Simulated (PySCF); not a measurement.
## A thermochemical cycle for CsP

r²SCAN in PySCF with def2-SVPD on every atom (core potentials on Cs), for the lowest determinant that a PBE0 search found; no spin–orbit coupling. CsP, a triplet (π ↑↑), has De = 1.28 eV to neutral atoms, and CsP⁺, a quartet (σ ↑, π ↑↑), has De = 0.14 eV to Cs⁺ + P.

At the same level the Cs atom ionises at 3.79 eV.

What is the adiabatic ionisation energy of the molecule, and does ionisation strengthen or weaken the bond?

IE = IE(Cs) + De(neutral) − De(ion) = 3.79 + 1.28 − 0.14 = 4.93 eV. De changes by -1.14 eV, so ionisation weakens the bond.

Weak bonds: CsP⁺. Basis-set superposition, not corrected here, can be much of De in a small basis, most of all at correlated wavefunction levels. These are scalar-relativistic numbers at best; spin–orbit coupling would shift them, the dissociation energy most. For an ion De counts to the pair picked by the measured ionisation energies or electron affinities, which need not be the lowest pair at this level. States were picked by a PBE0 search and need not be the measured ground states.
